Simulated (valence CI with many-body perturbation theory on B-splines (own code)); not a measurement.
# Xe⁴⁷⁺: electric-dipole lines

Level of theory: configuration interaction combined with many-body perturbation theory (CI+MBPT): five valence electrons over a frozen Dirac-Fock core [He], radial functions for each j: 9 s, 9 p, 8 d, 6 f, 3 g, 1 h, with the one-electron correlation potential Σ1 (screened to all orders), the two-electron term Σ2, the three-electron term Σ3, Breit, model QED; selected single and double excitations, second order for the rest (own B-spline code, finite nucleus).

The last digits are not significant, and no measured levels were compared; by estimate large intervals hold to a few tenths of a per cent, small ones and those within an open d or f shell to about a per cent. Among the levels kept, up to 1800 cm⁻¹ of a level comes from second order outside the variational space, and about a tenth of that is noise between levels of different J, which matters for small intervals.

Lines 201 to 250 of 266 in falling wavelength, among levels below 5373.5 eV, chosen from the strongest by gf and those to the six lowest levels. Wavelengths and rates use the calculated energies. Electric multipoles are in the length gauge, E1 and E2 with the static RPA response of the core. Weak lines are less certain than strong ones. Lines between different terms over intervals too small for the method are left out, as are lines whose strength nearly cancels. The highest levels of a list are the least certain.

Levels are named by their leading jj configuration (3d3/2^4 stands for four electrons in 3d with j = 3/2), which in mixed levels can hold well under half, so a name can repeat and another be missing. Letters in brackets count levels of one name in rising energy.

```tsv
λ vac (nm)	Upper	Lower	A (s⁻¹)	log gf	Branch %
0.2562	(2s^2 2p1/2 2p3/2 3d5/2) J=3/2 [a]	(2s^2 2p1/2 2p3/2^2) J=5/2	3.99e+13	-0.80	10.0
0.2561	(2s^2 2p1/2 2p3/2 3d5/2) J=5/2 [a]	(2s^2 2p1/2 2p3/2^2) J=5/2	1.20e+14	-0.15	30.4
0.2557	(2s^2 2p1/2^2 3d5/2) J=5/2	(2s^2 2p1/2^2 2p3/2) J=3/2	3.58e+14	0.32	100.0
0.2556	(2s^2 2p1/2 2p3/2 3d3/2) J=3/2 [b]	(2s^2 2p1/2 2p3/2^2) J=3/2	3.13e+13	-0.91	11.9
0.2556	(2s 2p1/2^2 2p3/2 3p1/2) J=5/2 [b]	(2s^2 2p1/2 2p3/2^2) J=3/2	4.18e+13	-0.61	40.4
0.2556	(2s 2p1/2^2 2p3/2 3p1/2) J=1/2	(2s^2 2p1/2 2p3/2^2) J=1/2	3.75e+12	-2.13	12.3
0.2555	(2s 2p1/2^2 2p3/2 3p1/2) J=3/2 [b]	(2s^2 2p1/2 2p3/2^2) J=1/2	1.89e+12	-2.13	6.1
0.2554	(2s^2 2p1/2 2p3/2 3d5/2) J=5/2 [b]	(2s^2 2p1/2 2p3/2^2) J=5/2	2.00e+14	0.07	34.1
0.2554	(2s^2 2p1/2 2p3/2 3d3/2) J=1/2 [b]	(2s^2 2p1/2 2p3/2^2) J=3/2	3.79e+13	-1.13	6.6
0.2551	(2s^2 2p1/2 2p3/2 3d5/2) J=3/2 [a]	(2s^2 2p1/2 2p3/2^2) J=3/2	2.24e+14	-0.06	55.9
0.2551	(2s^2 2p1/2 2p3/2 3d5/2) J=7/2 [b]	(2s^2 2p1/2 2p3/2^2) J=5/2	5.93e+14	0.67	100.0
0.2550	(2s^2 2p1/2 2p3/2 3d5/2) J=5/2 [a]	(2s^2 2p1/2 2p3/2^2) J=3/2	2.22e+14	0.11	56.0
0.2550	(2s^2 2p1/2 2p3/2 3d5/2) J=3/2 [b]	(2s^2 2p1/2 2p3/2^2) J=5/2	4.31e+13	-0.78	10.7
0.2544	(2s^2 2p1/2 2p3/2 3d5/2) J=5/2 [b]	(2s^2 2p1/2 2p3/2^2) J=3/2	3.68e+14	0.33	62.8
0.2539	(2s^2 2p1/2 2p3/2 3d5/2) J=3/2 [b]	(2s^2 2p1/2 2p3/2^2) J=3/2	8.91e+12	-1.46	2.2
0.2539	(2s 2p1/2^2 2p3/2 3p1/2) J=3/2 [b]	(2s^2 2p1/2 2p3/2^2) J=5/2	6.05e+11	-2.63	2.0
0.2538	(2s^2 2p1/2 2p3/2 3d5/2) J=1/2	(2s^2 2p1/2 2p3/2^2) J=3/2	2.88e+13	-1.26	6.4
0.2534	(2s 2p1/2^2 2p3/2 3p3/2) J=3/2 [a]	(2s^2 2p1/2 2p3/2^2) J=1/2	9.06e+10	-3.46	0.1
0.2532	(2s^2 2p3/2^2 3s) J=3/2	(2s^2 2p1/2 2p3/2^2) J=1/2	9.38e+11	-2.44	1.2
0.2529	(2s 2p1/2^2 2p3/2 3p1/2) J=1/2	(2s^2 2p1/2 2p3/2^2) J=3/2	5.20e+12	-2.00	17.0
0.2529	(2s^2 2p1/2 2p3/2 3s) J=3/2 [a]	(2s^2 2p1/2^2 2p3/2) J=3/2	8.70e+12	-1.48	25.2
0.2529	(2s 2p1/2^2 2p3/2 3p1/2) J=3/2 [b]	(2s^2 2p1/2 2p3/2^2) J=3/2	3.28e+12	-1.90	10.6
0.2526	(2s 2p1/2^2 2p3/2 3p3/2) J=1/2 [a]	(2s^2 2p1/2 2p3/2^2) J=1/2	1.35e+11	-3.59	0.1
0.2525	(2s^2 2p1/2 2p3/2 3s) J=1/2	(2s^2 2p1/2^2 2p3/2) J=3/2	1.21e+13	-1.63	16.5
0.2521	(2s 2p1/2^2 2p3/2 3p3/2) J=7/2	(2s^2 2p1/2 2p3/2^2) J=5/2	1.51e+12	-1.94	86.7
0.2520	(2s^2 2p1/2 2p3/2 3s) J=5/2	(2s^2 2p1/2^2 2p3/2) J=3/2	7.34e+12	-1.38	22.5
0.2520	(2s^2 2p3/2^2 3s) J=5/2	(2s^2 2p1/2 2p3/2^2) J=5/2	3.17e+12	-1.74	22.8
0.2518	(2s 2p1/2^2 2p3/2 3p3/2) J=3/2 [a]	(2s^2 2p1/2 2p3/2^2) J=5/2	3.49e+12	-1.88	4.0
0.2518	(2s^2 2p1/2 2p3/2 3s) J=3/2 [b]	(2s^2 2p1/2^2 2p3/2) J=3/2	7.61e+12	-1.54	11.0
0.2516	(2s^2 2p3/2^2 3s) J=3/2	(2s^2 2p1/2 2p3/2^2) J=5/2	8.16e+12	-1.51	10.9
0.2514	(2s^2 2p3/2^2 3s) J=1/2	(2s^2 2p1/2 2p3/2^2) J=1/2	9.93e+12	-1.73	26.0
0.2512	(2s 2p1/2^2 2p3/2 3p3/2) J=5/2 [a]	(2s^2 2p1/2 2p3/2^2) J=5/2	4.64e+11	-2.58	0.5
0.2509	(2s^2 2p3/2^2 3s) J=5/2	(2s^2 2p1/2 2p3/2^2) J=3/2	1.31e+12	-2.13	9.4
0.2508	(2s 2p1/2^2 2p3/2 3p3/2) J=3/2 [a]	(2s^2 2p1/2 2p3/2^2) J=3/2	4.16e+12	-1.80	4.8
0.2506	(2s^2 2p3/2^2 3s) J=3/2	(2s^2 2p1/2 2p3/2^2) J=3/2	1.83e+11	-3.16	0.2
0.2501	(2s 2p1/2^2 2p3/2 3p3/2) J=5/2 [a]	(2s^2 2p1/2 2p3/2^2) J=3/2	2.81e+12	-1.80	3.3
0.2500	(2s 2p1/2^2 2p3/2 3p3/2) J=1/2 [a]	(2s^2 2p1/2 2p3/2^2) J=3/2	5.35e+11	-3.00	0.3
0.2498	(2s 2p1/2^2 2p3/2 3p3/2) J=3/2 [b]	(2s^2 2p1/2 2p3/2^2) J=1/2	1.14e+12	-2.37	1.9
0.2496	(2s 2p1/2^2 2p3/2 3p3/2) J=1/2 [b]	(2s^2 2p1/2 2p3/2^2) J=1/2	1.84e+12	-2.46	38.9
0.2488	(2s^2 2p3/2^2 3s) J=1/2	(2s^2 2p1/2 2p3/2^2) J=3/2	5.66e+11	-2.98	1.5
0.2478	(2s 2p1/2^2 2p3/2 3p3/2) J=5/2 [b]	(2s^2 2p1/2 2p3/2^2) J=3/2	2.92e+12	-1.79	4.5
0.2473	(2s 2p1/2^2 2p3/2 3p3/2) J=3/2 [b]	(2s^2 2p1/2 2p3/2^2) J=3/2	1.08e+12	-2.40	1.8
0.2471	(2s 2p1/2^2 2p3/2 3p3/2) J=1/2 [b]	(2s^2 2p1/2 2p3/2^2) J=3/2	1.28e+12	-2.63	27.0
0.2411	(2s^2 2p1/2 2p3/2 3d3/2) J=3/2 [a]	(2s^2 2p1/2^2 2p3/2) J=3/2	9.09e+13	-0.50	64.2
0.2410	(2s^2 2p1/2 2p3/2 3d3/2) J=5/2	(2s^2 2p1/2^2 2p3/2) J=3/2	5.66e+13	-0.53	77.8
0.2410	(2s^2 2p1/2 2p3/2 3d3/2) J=1/2 [a]	(2s^2 2p1/2^2 2p3/2) J=3/2	1.12e+13	-1.71	17.4
0.2404	(2s 2p1/2^2 2p3/2 3p1/2) J=5/2 [a]	(2s^2 2p1/2^2 2p3/2) J=3/2	3.93e+14	0.31	98.9
0.2402	(2s 2p1/2^2 2p3/2 3p1/2) J=3/2 [a]	(2s^2 2p1/2^2 2p3/2) J=3/2	1.55e+14	-0.27	93.8
0.2397	(2s^2 2p1/2 2p3/2 3d3/2) J=3/2 [b]	(2s^2 2p1/2^2 2p3/2) J=3/2	2.08e+14	-0.14	78.8
0.2397	(2s 2p1/2^2 2p3/2 3p1/2) J=5/2 [b]	(2s^2 2p1/2^2 2p3/2) J=3/2	6.13e+13	-0.50	59.2
```

Problem. How does gf follow from A for the line at 0.2498 nm?

Solution. gf = 1.4992 × (2J+1)_upper × A / σ², with σ = 40028856 cm⁻¹ and 2J+1 = 4: gf = 0.00426.
